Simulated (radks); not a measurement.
The numbers below are computed, except where a source is named.
Spherical quantum dot in the effective-mass picture: electrons in a hard-walled sphere of radius 2.61, with a point charge +1 (a donor) at the centre, all in effective atomic units (hartree* = m*/eps^2 hartree, bohr* = eps/m* bohr), one dielectric constant everywhere. Level of theory: non-relativistic Kohn-Sham, PBE, spin-polarised, spherical densities (a radial shooting solver with Libxc functionals). Levels are named by radial order and angular momentum (1s, 1p, 1d, 2s, ...), and open shells are averaged over m.

N = 22, configuration 1s2 1p6 1d10 2s2 1f(up 2, down 0). This is the lowest configuration that the search found. Occupied and some empty levels:

level    occupation  eigenvalue (hartree*)  <r> (bohr*)
1s up             1                 11.205        1.638
1s down           1                 11.237        1.630
1p up             3                 11.666        1.768
1p down           3                 11.704        1.764
1d up             5                 12.381        1.844
1d down           5                 12.421        1.842
2s up             1                 13.284        1.095
2s down           1                 13.295        1.099
1f up             2                 13.332        1.903
1f down           0                 13.375        1.902
1g up             0                 14.502        1.951
1g down           0                 14.546        1.950
2p up             0                 14.904        1.347
2p down           0                 14.920        1.347
2d up             0                 16.513        1.483
2d down           0                 16.533        1.482

Energy (hartree*): total 148.676, kinetic 51.655, external -14.584, Hartree 125.27, exchange-correlation -13.669.
